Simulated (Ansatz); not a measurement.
Abridged output of a molecular run in Ansatz:

```
Functional definition: HF
1502 factors; integrals over basis functions are off by at most 1.1e-3 eV
mean field evaluation 1: about -5909.7447 eV, gradient 4.0e1 eV
mean field evaluation 2: about -5909.9887 eV, gradient 4.0e1 eV
mean field evaluation 4: about -5913.8405 eV, gradient 4.4e0 eV
mean field evaluation 8: about -5913.9004 eV, gradient 3.0e-1 eV
mean field -5913.90084745 eV, -217.3318475579 hartree, gradient 2.0e-6 eV, S^2 0.000000; 0 other end points of the search recorded, 0 dependent functions left out
5 core orbitals not correlated: weight in the atoms' cores, before any rotation towards them, 1.000 or more for the frozen orbitals, at most 0.000 for the correlated occupied ones
reference -5913.90084745 eV, -217.3318475579 hartree; 14, 14 occupied and 234, 234 virtual orbitals, 1502 factors
second order -22.68958245 eV of doubles, -0.00000000 eV of singles
cycle   1  -23.13490826 eV  change   -4.5e-1 eV  update   1.0e-1
cycle   2  -23.69587562 eV  change   -5.6e-1 eV  update   3.2e-2
cycle   3  -23.83384141 eV  change   -1.4e-1 eV  update   1.8e-2
cycle   4  -23.82392383 eV  change    9.9e-3 eV  update   5.0e-3
cycle   5  -23.82266853 eV  change    1.3e-3 eV  update   2.2e-3
cycle   6  -23.82347521 eV  change   -8.1e-4 eV  update   7.0e-4
cycle   7  -23.82306736 eV  change    4.1e-4 eV  update   2.4e-4
cycle   8  -23.82306285 eV  change    4.5e-6 eV  update   9.6e-5
cycle   9  -23.82309595 eV  change   -3.3e-5 eV  update   2.8e-5
perturbative correction -0.98104446 eV, -0.0360527190 hartree
Total energy: -5938.70498787 eV, -218.2433829053 hartree
```

Its atoms:

```xyz
12

C    -1.6682    0.3501    0.8007
C    -1.3606   -0.6551   -0.0014
O    -0.1904   -1.3493    0.0310
B     1.0618   -0.8414   -0.1356
C     1.3859    0.6384   -0.5088
H    -2.6440    0.8110    0.7303
H    -0.9732    0.7241    1.5427
H    -2.0599   -1.0566   -0.7284
H     1.9290   -1.6553    0.0219
H     2.1482    0.6654   -1.2934
H     1.8448    1.1326    0.3568
H     0.5266    1.2362   -0.8159
```

Which basis set was used?
A. def2-SVP
B. def2-TZVPP
C. cc-pV(Q+d)Z
D. def2-TZVPPD

B. It gives 253 functions.

Write the keys of the input that set method, charge and spin (a neutral closed shell needs none for the last two).


```yaml
correlation: {method: ccsd_t}
```
